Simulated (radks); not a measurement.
Fractional charge and spin in the 5p shell of promethium: the spin-up occupation runs from 2 to 3 and the spin-down occupation from 2 to 3; the fullest corner is Pm3+, [Kr] 4d10 4f(up 2, down 2) 5s2 5p(up 3, down 3). Method: scalar-relativistic Kohn-Sham, r2SCAN, spin-polarised, spherical densities, finite nucleus; meta-GGA in the generalised Kohn-Sham scheme; Fermi nuclear charge, rms radius of each element as measured or else 0.836 A^(1/3) + 0.57 fm; computed with a radial shooting solver on a logarithmic mesh with Libxc functionals. Energy (eV) above the fullest corner. The planes named below are the two flat planes that join the four corners, with an edge along up + down = one added electron.

\begin{tabular}{lrrrrr}
down \ up & 2 & 2.25 & 2.5 & 2.75 & 3 \\ \hline
2 & 125.727 & 107.048 & 89.183 & 72.130 & 55.885 \\
2.25 & 107.048 & 89.269 & 72.294 & 56.123 & 40.751 \\
2.5 & 89.183 & 72.294 & 56.202 & 40.904 & 26.394 \\
2.75 & 72.130 & 56.123 & 40.904 & 26.468 & 12.812 \\
3 & 55.885 & 40.751 & 26.394 & 12.812 & 0.000 \\
\end{tabular}

Corners above the fullest one (they belong to Pm4+ and the next ion): (up 3, down 2) 55.885 eV, (up 2, down 3) 55.885 eV, (up 2, down 2) 125.73 eV. With half an added electron in each spin the energy lies 0.317 eV from the planes, and with half an added electron in spin up alone -1.623 eV. The planes are only a guide here: the flat-plane condition holds for ground states with one frontier orbital, while this shell lies below other occupied shells, so the corners above the fullest one are inner-hole states and not the ground states of those ions.
